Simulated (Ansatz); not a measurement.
**Question.** Name a neutral molecule of As, C, O, Si and H with size of the dipole moment (ωB97M-V/def2-TZVPP) between 1.35 and 1.65 D and HOMO–LUMO gap (PBE/def2-TZVPP) between 4.85 and 5.15 eV (Ansatz, PBE0-D4/def2-TZVP geometry).

**Answer.** `OC([SiH3])[AsH2]` (1.40 D, 5.01 eV). Other molecules can fit too; these were computed, each in one conformer that needn't be the lowest.
